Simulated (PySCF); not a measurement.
[Pb(OH)5]−: from a saddle point downhill

PySCF 2.14.0, RKS PBE, Pb def2-SVP with ECP60, O def2-SVP, H def2-SVP; non-relativistic Hamiltonian with scalar-relativistic core potentials where named; density fitting; no spin-orbit coupling. Relaxed within the symmetry of its start, the geometry (Cs) is

```xyz
11

Pb    0.0390    0.0000   -0.0227
O    -0.1377    0.0000    2.1679
H     0.7845    0.0000    2.4921
O     2.2260    0.0000    0.0704
H     2.3650    0.0000    1.0389
O    -0.1597    1.8828   -1.0672
H    -1.1383    1.8996   -0.9670
O    -2.1867    0.0000    0.0272
H    -2.2898    0.0000    1.0018
O    -0.1597   -1.8828   -1.0672
H    -1.1383   -1.8996   -0.9670
```

and its lowest harmonic modes are -328, -23, 81, 100, 126, 136 cm⁻¹ (negative: unstable). It was moved along the lowest mode and relaxed again.

(1) Where does it end, and how much lower?

(2) How do the contacts change?

(3) Is the end a minimum?

State: singlet.

Results:

(1) In C1, 0.163 eV lower, after 36 steps:
```xyz
11

Pb   -0.0174    0.1337    0.1490
O    -0.2269    0.2703    2.3108
H     0.7359    0.2185    2.4948
O     2.1521    0.0825    0.4671
H     2.3147   -0.8231    0.1294
O    -0.1587    1.9599   -0.9978
H    -1.1408    1.9573   -1.0331
O    -2.2223   -0.0474   -0.0418
H    -2.4487   -0.0441    0.9113
O     0.0944   -1.8069   -0.8324
H    -0.8782   -1.9434   -0.8499
```

(2) 
```tsv
contact	saddle (Å)	end (Å)
Pb1–O2 (OH)	2.198	2.176
Pb1–O4 (OH)	2.189	2.193
Pb1–O6 (OH)	2.162	2.161
Pb1–O8 (OH)	2.226	2.221
Pb1–O10 (OH)	2.162	2.177
```


(3) Yes; lowest modes 68, 71, 110, 118, 124, 127 cm⁻¹.
